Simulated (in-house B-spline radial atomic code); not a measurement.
Orbital energies and mean radii along the 28-electron series, configuration [Ar] 3d10. The effective charge is n√(-2ε), a non-relativistic measure. Computed with an all-electron radial atomic-structure program (B-spline basis): non-relativistic Hartree-Fock, average of the configuration, point nuclei.

This level leaves out relativity, spin-orbit splitting included, which matters for heavy ions.

```tsv
ion	Z	energy of 2p (Eh)	mean radius of 2p (bohr)	energy of 2s (Eh)	mean radius of 2s (bohr)	energy of 3s (Eh)	mean radius of 3s (bohr)	effective charge of 2p
Gd36+	64	-322.16	0.085409	-336.09	0.10058	-114.35	0.25431	50.767
Tb37+	65	-334.88	0.083984	-349.07	0.098933	-119.49	0.24961	51.76
Dy38+	66	-347.86	0.082605	-362.31	0.09734	-124.75	0.24507	52.753
Ho39+	67	?	?	?	?	?	?	?
Er40+	68	-374.56	0.079979	-389.52	0.094301	-135.61	0.23647	54.74
Tm41+	69	?	?	?	?	?	?	?
Yb42+	70	-402.26	0.077513	-417.73	0.091445	-146.9	0.22846	56.728
Lu43+	71	-416.48	0.076336	-432.22	0.090081	-152.72	0.22466	57.722
Hf44+	72	?	?	?	?	?	?	?
Ta45+	73	-445.69	0.074085	-461.94	0.087469	-164.69	0.21741	59.712
```

Question: Fill in the row of Ho39+.

Answer: energy of 2p (Eh): -361.08; mean radius of 2p (bohr): 0.081271; energy of 2s (Eh): -375.79; mean radius of 2s (bohr): 0.095797; energy of 3s (Eh): -130.12; mean radius of 3s (bohr): 0.2407; effective charge of 2p: 53.746.

Question: Fill in the row of Tm41+.

Answer: energy of 2p (Eh): -388.28; mean radius of 2p (bohr): 0.078726; energy of 2s (Eh): -403.5; mean radius of 2s (bohr): 0.092851; energy of 3s (Eh): -141.2; mean radius of 3s (bohr): 0.2324; effective charge of 2p: 55.734.

Question: Fill in the row of Hf44+.

Answer: energy of 2p (Eh): -430.96; mean radius of 2p (bohr): 0.075194; energy of 2s (Eh): -446.95; mean radius of 2s (bohr): 0.088756; energy of 3s (Eh): -158.65; mean radius of 3s (bohr): 0.22097; effective charge of 2p: 58.717.

Question: How does the screening of 2p change?

Answer: Z less the effective charge goes from 13.23 at Z = 64 to 13.29 at Z = 73.
